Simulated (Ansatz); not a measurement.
```yaml
crystal:
  periodic: [true, true, true]
  atoms:
    - {symbol: N, position_ang: [-0.467903, 0.707945, 0.611469]}
    - {symbol: Zr, position_ang: [0.320124, -0.541139, -0.345604]}
    - {symbol: F, position_ang: [1.708379, -1.312444, 0.643304]}
    - {symbol: F, position_ang: [-0.743976, -1.657458, -1.275242]}
    - {symbol: F, position_ang: [1.355019, 0.538182, -1.638587]}
    - {symbol: H, position_ang: [-1.500875, 0.984873, 0.681924]}
    - {symbol: H, position_ang: [-0.092237, 1.312332, 1.603921]}
basis:
  gaussian: {orbitals: def2-TZVP, point_charges: [{charge: 1.00, position_ang: [6.585, -0.309, -0.346]}]}
hamiltonian: {xc: {name: SPW92}}
output: {forces: true}
```

```sh
$ ansatz run in.yaml --threads 4 --pin off --events-out ev --progress --plain --max-ram 10444MiB
```

Shortened log:

```
Error: YAML parse error: error: line 2 column 3: crystal: missing field `lattice` (a structure is typed as `lattice` and `atoms`, a molecule's as `atoms` in Å alone, or read from a run's directory, `checkpoint`)
 --> <input>:2:3
  |
1 | crystal:
2 |   periodic: [true, true, true]
  |   ^ crystal: missing field `lattice` (a structure is typed as `lattice` and `atoms`, a molecule's as `atoms` in Å alone, or read from a run's directory, `checkpoint`)
3 |   atoms:
4 |     - {symbol: N, position_ang: [-0.467903, 0.707945, 0.611469]}
  |
```

(1) What is wrong with this run?

Results:

(1) The molecule is marked periodic without a cell. The program refused the input.
